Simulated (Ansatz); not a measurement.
Worked example: CH3Cl + AuSH → CH4S + AuCl

Species: CH3Cl (chloromethane) `CCl`, singlet; AuSH `[SH][Au]`, singlet; CH4S (methanethiol) `CS`, singlet; AuCl (gold monochloride), singlet. The partners trade Cl for SH: C–Cl and Au–SH bonds give way to C–SH and Au–Cl.

Shapes, held fixed at every level: PBE0-D4/def2-TZVP. Programs: Ansatz 0.2.0. The zero-point and thermal change to 298 K, harmonic and unscaled (PBE0-D4/def2-TZVP), is +1.5 kJ/mol.

At CCSD(T)/def2-TZVPP; 1 Eh = 2625.50 kJ/mol:

| species | energy (Eh) |
| --- | --- |
| CH3Cl | -499.560551 |
| AuSH | -533.729532 |
| CH4S | -438.165187 |
| AuCl | -595.120519 |

Task: Work out ΔH(298 K) of the reaction at this level.

Result: 
1. Products less reactants: (-438.165187) + (-595.120519) − [(-499.560551) + (-533.729532)] = 0.004377 Eh = +11.5 kJ/mol.
2. With the thermal change: +11.5 + (+1.5) = +13.0 kJ/mol.

Other levels give +1.3 (wB97M-V/def2-TZVPP) to +24.8 kJ/mol (SPW92/def2-TZVPP). No measured value is set beside it here. T1 is large for AuSH, AuCl, so single-reference values are less sure there. For atoms past krypton def2 sets carry core potentials with scalar relativity. Correlated rows may include outer-core shells of Au, which these sets cover unevenly.
